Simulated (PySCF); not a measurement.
# TeCl₄: breathing scan

Level of theory: PBE/[Te def2-SVP with ECP28, Cl def2-SVP], scalar-relativistic core potentials, density fitting, no spin–orbit coupling, PySCF.

Rigid scan from the singlet minimum (Te–Cl 2.384 Å (×2), Te–Cl 2.478 Å (×2); Cl–Te–Cl 91.9° (×4), Cl–Te–Cl 100.3°, Cl–Te–Cl 174.1°). Coordinate: all bonds to the central atom scaled together. Energies in kJ/mol from the minimum.

```csv
scale of all bonds to the centre,E (kJ/mol),dipole size (D)
0.88,324.8,0.03
0.92,123.6,0.38
0.96,26.5,0.76
1.00,0.0,1.08
1.04,20.1,1.35
1.08,69.5,1.58
1.14,173.5,1.84
1.22,331.4,2.07
1.35,572.3,2.25
```

At long bonds a restricted determinant can lie too high, and another spin state can fall below this curve.

Other isomers or separated fragments may lie lower.
